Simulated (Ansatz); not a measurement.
System: GeH$_{3}$, charge 1, singlet. GeH3+ (parent SMILES [GeH3], singlet).
B3LYP-D3(BJ)/def2-TZVP minimum from Ansatz (a program for electronic structure):
```
Ge
H 1 1.5244
H 1 1.5244 2 120.00
H 1 1.5244 2 120.00 3 180.00
```
Charge +1, spin multiplicity 1.

Hartree-Fock and CCSD correlation energies in hartree (Ansatz). UHF or UKS for unpaired electrons; spin-orbit terms are left out. Cores are frozen in correlated methods (noble-gas shells, and filled d and f shells in the p block). No relativity. The spin of H3Ge+ (parent SMILES [GeH3], singlet) was assumed, and the state is the lowest solution found for it.

```csv
basis,X,E(HF),"E(corr, CCSD)"
cc-pVTZ,3,-2076.83540,-0.12199
cc-pVQZ,4,-2076.83921,-0.12698
cc-pV5Z,5,-2076.83974,withheld
```

Problem. Fit E(corr) = E∞ + A/X³ to X = 3 and 4, predict X = 5, and compare with the run.

Solution. A = (-0.12199 - (-0.12698))/(1/27 - 1/64) = 0.2330; E∞ = -0.12698 - A/64 = -0.13062; at X = 5, E∞ + A/125 = -0.12876. The run gave -0.12844, 0.32 mEh above the prediction. The same form on X = 4 and 5 gives E∞ = -0.12997, 0.65 mEh above the first estimate.
